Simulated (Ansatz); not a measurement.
Consider the isomerisation: `N=C(N)BF` → `NC1(F)BN1`.

Calculated with Ansatz (gas phase, PBE0-D4/def2-TZVP geometries, no zero-point term in ΔE). CBS: MP2 limit from def2 TZ/QZ plus the TZ coupled-cluster correction, frozen cores. One conformer a species, not always the lowest.

```
    species  CCSD(T)/CBS(def2) energy (Eh)
 `N=C(N)BF`                     -274.49115
`NC1(F)BN1`                     -274.42071
```

(1) Work out ΔE.

Largest T1 diagnostic among the species: 0.014.

Results:

(1) ΔE = (-274.42071) − (-274.49115) = 0.07044 Eh = +1.92 eV.

At CCSD(T), def2-SVP lies −0.12 eV from the extrapolated value and def2-TZVPP +0.03 eV. From BLYP to BHLYP (50 % exact exchange), in def2-TZVPP and without D4, ΔE moves by −0.04 eV. In def2-TZVPP, CCSD(T) changes the Hartree–Fock value by −0.19 eV (the triples alone add +0.01 eV) and MP2 by −0.21 eV.
